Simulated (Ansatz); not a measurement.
Basis-set extrapolation for `CO[SiH](C#N)OC` (PBE0-D4/def2-TZVP geometry, frozen core, Ansatz). Multiplicity 1, RHF reference.

```csv
,def2-TZVPP,def2-QZVPP
HF,-611.020836,-611.045323
MP2 correlation,-1.263203,-1.354944
CCSD(T) correlation,-1.354967,not run
```

Energies in hartree. Use E(X) = E(∞) + A·exp(−7.88·√X) for Hartree–Fock and E(X) = E(∞) + B·X^(−2.97) for correlation, with X = 3 and 4, and add CCSD(T) minus MP2 of the smaller set to the MP2 limit.

**Question.** What is the CCSD(T) energy at the basis-set limit?

**Answer.** HF limit: -611.045323 + (-0.024487) × 0.13774 = -611.04870. MP2 limit: -1.354944 + (-0.091741) × 0.74074 = -1.42290. Higher-order term: -1.354967 − (-1.263203) = -0.09176. Total: -612.56336 hartree, 5.10 eV below CCSD(T)/def2-TZVPP.
